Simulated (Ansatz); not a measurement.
Molecule: HgCl$_{2}$, charge 0, multiplicity 1. 
Geometry from a B3LYP-D3(BJ)/def2-TZVP (Ansatz, a program for electronic structure) optimisation:
```
Hg
Cl 1 2.2848
Cl 1 2.2848 2 180.00
```

Basis-set convergence of Hartree-Fock and CCSD correlation energies (hartree) with Ansatz. Valence correlation only, unless marked. Spin-orbit coupling is left out. Frozen are the shells of the preceding noble gas and the d and f shells that filled before the atom's block. Past Kr the def2 sets carry scalar-relativistic core potentials.

```tsv
basis	functions	E(HF)	E(corr, CCSD)
def2-SVPD	89	-1071.31161	-0.58848
def2-TZVPPD	164	?	?
```

Fill in the missing entries.


- def2-TZVPPD, E(HF): -1071.62353
- def2-TZVPPD, E(corr, CCSD): -0.80104
